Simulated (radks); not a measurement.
Values are calculated unless marked as measured or tabulated.
All-electron atom: Fe16+ in [Ne]. Level of theory: Dirac Kohn-Sham, PBE, spin-unpolarised, spherical densities, point nucleus (a radial shooting solver on a logarithmic mesh with Libxc functionals). Some entries of the table are withheld. Estimate them.

| orbital | occ. | eigenvalue (hartree) | <1/r> (bohr^-1) |
|---|---|---|---|
| 1s1/2 | 2 | (1) | (2) |
| 2s1/2 | 2 | (3) | 5.674 |
| 2p1/2 | 2 | (4) | (5) |
| 2p3/2 | 4 | (6) | (7) |

Answer. 
(1) 1s1/2 eigenvalue (hartree): -277.3533
(2) 1s1/2 <1/r> (bohr^-1): 25.99
(3) 2s1/2 eigenvalue (hartree): -49.09176
(4) 2p1/2 eigenvalue (hartree): -45.14491
(5) 2p1/2 <1/r> (bohr^-1): 5.616
(6) 2p3/2 eigenvalue (hartree): -44.66778
(7) 2p3/2 <1/r> (bohr^-1): 5.518
